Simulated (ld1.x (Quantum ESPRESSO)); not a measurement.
## Reading a pseudo-wave (gallium (Ga))

Columns: radius, all-electron u(r) and pseudo u(r) of the 4p shell (level -2.94 eV) of gallium in the configuration [Ar] 3d10 4s1.75 4p1.25; LDA (PZ), scalar-relativistic, PAW scheme, ld1.x (Quantum ESPRESSO) 7.5.

```csv
r (bohr),all-electron,pseudo
0.128,0.1253,0.0058
0.255,-0.0318,0.0227
0.382,-0.1788,0.0498
0.510,-0.2147,0.0860
0.638,-0.1679,0.1293
0.765,-0.0813,0.1773
0.893,0.0193,0.2285
1.020,0.1177,0.2799
1.148,0.2085,0.3302
1.275,0.2876,0.3770
1.402,0.3550,0.4195
1.530,0.4115,0.4569
1.658,0.4574,0.4884
1.785,0.4935,0.5139
1.912,0.5213,0.5339
2.040,0.5420,0.5490
2.168,0.5563,0.5595
2.295,0.5651,0.5662
2.422,0.5692,0.5694
2.550,0.5694,0.5694
2.678,0.5663,0.5663
2.805,0.5604,0.5604
2.932,0.5522,0.5522
3.060,0.5420,0.5420
3.188,0.5302,0.5302
3.315,0.5173,0.5173
```

Q: How many radial nodes do the two functions have?

A: The all-electron 4p function has n − l − 1 = 2; the pseudo-wave has 0, since the states of the same l below it are removed with the core.

Q: At about which radius was the pseudo-wave matched?

A: 2.55 bohr. The columns agree to 0.0005 from 2.42 bohr on; several derivatives are matched, so the curves merge somewhat inside the radius.

Q: Where does each function peak?

A: Outermost all-electron maximum near 2.55 bohr, pseudo maximum near 2.42 bohr (to the table’s step).

Q: Is the pseudo-wave norm-conserving?

A: No, it belongs to a PAW set: the norm inside the radius is not constrained, and the difference is carried by the augmentation charge.
